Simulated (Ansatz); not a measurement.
The cluster Te₉Pb₈⁻. The state is a doublet with charge -1. Geometry PBE-D4/def2-SVP.

```xyz
17

Pb    0.606    4.040   -2.363
Pb   -0.757    1.582    0.039
Pb    1.218   -4.247    0.715
Pb   -1.132   -1.890   -2.222
Pb   -2.822    1.882   -3.076
Pb   -1.834   -1.909    1.700
Pb    3.405    0.857   -0.642
Pb    1.574   -0.598    2.932
Te   -1.527   -4.398   -0.433
Te    0.115    1.187   -3.311
Te    1.107   -1.263   -0.163
Te   -2.187    4.119   -1.127
Te   -1.031    0.874    3.102
Te    4.391    0.175    2.061
Te   -3.332   -0.310   -0.954
Te    1.917    3.287    0.268
Te    0.287   -3.388    3.472
```

In the def2 sets Pb, Te take a core potential; there is no spin–orbit coupling. Single mean-field runs in def2-SVP, def2-mTZVP are fitted with def2-universal-jkfit. The structure comes from a short search, and lower isomers may exist.

Estimate the α-spin orbital energies around the gap (eV) in Ansatz with PBE-D4/def2-SVP, r2SCAN-D4/def2-SVP, r2SCAN-D4/def2-mTZVP, PBE0-D4/def2-SVP, ωB97X-V/def2-SVP.


| orbital | PBE-D4/def2-SVP | r2SCAN-D4/def2-SVP | r2SCAN-D4/def2-mTZVP | PBE0-D4/def2-SVP | ωB97X-V/def2-SVP |
| --- | --- | --- | --- | --- | --- |
| HOMO−9 | -2.94 | -3.23 | -3.27 | -3.82 | -5.64 |
| HOMO−8 | -2.84 | -3.12 | -3.16 | -3.71 | -5.54 |
| HOMO−7 | -2.74 | -3.01 | -3.05 | -3.59 | -5.41 |
| HOMO−6 | -2.60 | -2.87 | -2.92 | -3.46 | -5.35 |
| HOMO−5 | -2.50 | -2.75 | -2.79 | -3.31 | -5.16 |
| HOMO−4 | -2.41 | -2.66 | -2.72 | -3.28 | -5.04 |
| HOMO−3 | -2.39 | -2.64 | -2.68 | -3.19 | -4.95 |
| HOMO−2 | -2.23 | -2.50 | -2.55 | -3.11 | -4.86 |
| HOMO−1 | -2.22 | -2.46 | -2.51 | -3.00 | -4.69 |
| HOMO | -2.07 | -2.35 | -2.40 | -2.87 | -4.54 |
| LUMO | -0.67 | -0.71 | -0.74 | -0.24 | 1.28 |
| LUMO+1 | -0.44 | -0.44 | -0.49 | 0.00 | 1.54 |
| LUMO+2 | -0.28 | -0.24 | -0.29 | 0.18 | 1.76 |
| LUMO+3 | -0.14 | -0.08 | -0.15 | 0.35 | 1.91 |
| LUMO+4 | -0.03 | 0.03 | -0.05 | 0.47 | 2.04 |
| LUMO+5 | 0.15 | 0.21 | 0.14 | 0.64 | 2.22 |
| β HOMO | -2.12 | -2.38 | -2.44 | -2.92 | -4.56 |
| β LUMO | -1.80 | -1.86 | -1.92 | -1.44 | 0.02 |
